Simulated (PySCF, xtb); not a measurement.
3-fluoropenta-1,4-diyne (C5H3F), SMILES C#CC(F)C#C.

Harmonic wavenumbers (cm⁻¹) from GFN2-xTB (xtb) at its own minimum, in rising order: 109, 180, 190, 270, 461, 474, 545, 647, 669, 675, 685, 883, 997, 1037, 1214, 1232, 2280, 2289, 2838, 3396, 3396.

Q: What does B3LYP-D3(BJ)/def2-SVP in PySCF give at its own minimum? (An estimate is asked for; the answer gives what the named calculation found.)

A: 128, 206, 226, 328, 502, 555, 613, 701, 704, 742, 743, 894, 1047, 1067, 1317, 1323, 2238, 2239, 3019, 3469, 3469. Paired by order, the mean absolute difference is 59 cm⁻¹ and the zero-point energies are 35.0 and 36.5 kcal/mol.
